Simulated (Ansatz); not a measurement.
AlH8NOSi2 can be A, `[NH2][AlH][O][SiH2][SiH3]`, or B, `N[Si](O)([AlH2])[SiH3]`.

Computed with Ansatz on PBE0-D4/def2-TZVP structures; ΔE is electronic, products minus reactants. CCSD(T)/CBS adds triple-zeta CCSD(T) − MP2 to the extrapolated MP2 energy (def2 sets, frozen cores). Functionals use def2-TZVPP. B3LYP here is the variant with VWN-RPA as its local correlation; programs differ in this. Each species was taken in one conformer, which may not be the lowest.

Q: Which isomer does CCSD(T)/CBS put lower? Give the gap. (An estimate is asked.)

A: Ansatz gave: A, by 50.6 kcal/mol.

Q: Give E(B) − E(A) in kcal/mol with CCSD(T)/def2-TZVPP, PBE-D4, r2SCAN-D4, B3LYP-D4, MP2/def2-TZVPP, ωB97M-V, B3LYP. (An estimate is asked.)

A: The calculation gave: CCSD(T)/def2-TZVPP 51.0, PBE-D4 43.9, r2SCAN-D4 50.5, B3LYP-D4 50.6, MP2/def2-TZVPP 52.9, ωB97M-V 50.7, B3LYP 51.2. None reverses the order clearly.

Largest T1 diagnostic: 0.013.

In def2-TZVPP, CCSD(T) changes the Hartree–Fock value by −4.7 kcal/mol (the triples alone add −0.9 kcal/mol) and MP2 by −2.7 kcal/mol. From PBE to PBE0 (25 % exact exchange), in def2-TZVPP and without D4, E(B) − E(A) moves by +1.9 kcal/mol.
